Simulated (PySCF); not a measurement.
SMILES B/C=C\C=C (C4H7B), singlet (GFN2-xTB optimised geometry):

```
12

B      1.975     0.557    -0.017
C      1.031    -0.658     0.000
C     -0.320    -0.658     0.000
C     -1.167     0.507     0.000
C     -2.497     0.432     0.034
H      1.592     1.644    -0.216
H      3.119     0.386     0.162
H      1.487    -1.644     0.024
H     -0.856    -1.603     0.014
H     -0.678     1.469    -0.029
H     -3.009    -0.517     0.070
H     -3.119     1.310     0.029
```

Calculation: PBE/def2-TZVP (PySCF 2.14.0).

Q: What are the frontier orbital energies and the dipole moment?

A: HOMO-2 -7.85 eV, HOMO-1 -7.49 eV, HOMO -6.35 eV, LUMO -3.23 eV, LUMO+1 -1.14 eV; dipole moment 1.92 D.

Meta-Löwdin charges at PBE/def2-TZVP: B1 -0.08, C2 -0.21, C3 -0.03, C4 -0.10, C5 -0.23, H6 0.01, H7 0.02, H8 0.12, H9 0.12, H10 0.13, H11 0.12, H12 0.13.
